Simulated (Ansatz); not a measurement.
Ideal-gas functions of ClFOSW (`[O]=[W]([F])(=[S])[Cl]`) at 800 K and 1 bar, from an Ansatz frequency run at PBE0-D4/def2-TZVP.

Molar mass 286.36 g/mol, point group C1 (symmetry number 1), electronic degeneracy 1, moments of inertia 207.037, 287.405, 354.372 u Å². Harmonic wavenumbers (cm⁻¹, unscaled): 142, 159, 196, 247, 285, 428, 572, 706, 1052.

Use S(trans) = R[1.5 ln M + 2.5 ln T − 1.1517]; rotational temperatures θ = 24.2544 K / I; S(rot) = R[ln(√π/σ · √(T³/θAθBθC)) + 1.5]; for each mode x = 1.438777 ν̃/T, S = R[x/(eˣ − 1) − ln(1 − e⁻ˣ)] and H = RT x/(eˣ − 1); 1 cm⁻¹ = 0.0119627 kJ/mol; R = 8.31446 J/(mol·K).

Question: By hand: the entropy, in J/(mol·K).

Answer: Translation 199.9. Rotation: θ = 0.1172, 0.0844, 0.0684 K, giving 130.9. Vibration, mode by mode: 19.69, 18.75, 17.03, 15.13, 13.96, 10.69, 8.44, 6.87, 4.15, in all 114.7. Electronic 0.0. Sum 445.5 J/(mol·K).

Question: By hand: H − E and G − E in kJ/mol, counted from the electronic energy.

Answer: Zero-point energy ½ × 3787 × 0.0119627 = 22.7; thermal vibration 41.3; translation, rotation and pV give 4 RT = 26.6. H − E = 90.6 kJ/mol, and G − E = 90.6 − 800 × 445.5/1000 = -265.8 kJ/mol.

Vibration gives 26 % of the entropy, 19.7 J/(mol·K) of it from the mode under 150 cm⁻¹: soft modes count most, and the harmonic formula is weakest for them. The sum counts one conformer and one mirror image; others add a mixing term.
